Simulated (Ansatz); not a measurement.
Ansatz (a quantum-chemistry and plane-wave program) input for C2H6O2Si, SMILES O[SiH]1COC1, PBE0/def2-SVPD. The structure is a stationary point at PBE0-D3(BJ)/def2-SVP. This is a generated structure with no PubChem entry under its InChIKey; it may be hypothetical. The values are those of a single conformer.

Ansatz 0.2 input:
```yaml
crystal:
  periodic: [false, false, false]
  atoms:
    - {symbol: O, position_ang: [2.00787220, -0.46716714, -0.00000000]}
    - {symbol: Si, position_ang: [0.57745209, 0.37950050, 0.00000000]}
    - {symbol: C, position_ang: [-0.84430557, -0.14594408, -1.13125491]}
    - {symbol: O, position_ang: [-1.72275065, -0.04287366, 0.00000000]}
    - {symbol: C, position_ang: [-0.84430558, -0.14594409, 1.13125490]}
    - {symbol: H, position_ang: [2.82653123, 0.03494926, -0.00000000]}
    - {symbol: H, position_ang: [0.87554287, 1.84709942, -0.00000000]}
    - {symbol: H, position_ang: [-0.77916838, -1.18445227, -1.51133968]}
    - {symbol: H, position_ang: [-1.18868602, 0.50275215, -1.95245351]}
    - {symbol: H, position_ang: [-1.18868601, 0.50275216, 1.95245350]}
    - {symbol: H, position_ang: [-0.77916838, -1.18445226, 1.51133968]}
basis:
  gaussian:
    orbitals: def2-SVPD
hamiltonian:
  xc: {name: PBE0}
```

Output:

```
WARN ansatz: RAYON_NUM_THREADS=1 ignored (pool sized by the plan → 1); use --threads N
Functional definition: PBE0
integrals: 0.09 GiB planned
1337 factors; their error is unknown
mean field: 0.75 GiB planned
mean field evaluation 1: about -14118.4788 eV, gradient 6.3e1 eV
mean field evaluation 2: about -14108.3366 eV, gradient 9.6e1 eV
mean field evaluation 4: about -14126.4315 eV, gradient 4.1e0 eV
mean field evaluation 8: about -14126.5224 eV, gradient 2.4e-1 eV
mean field evaluation 16: about -14126.5225 eV, gradient 4.6e-5 eV
mean field -14126.52254332 eV, -519.1401281661 hartree, gradient 4.6e-5 eV, S^2 0.000000; 0 other end points of the search recorded, 0 dependent functions left out
reference -14126.52258118 eV, -519.1401295576 hartree; 24, 24 occupied and 134, 134 virtual orbitals, 1337 factors
Total energy: -14126.52258118 eV, -519.1401295576 hartree
```

The calculation finished and met its thresholds.

Cost: very roughly 5 core-seconds.
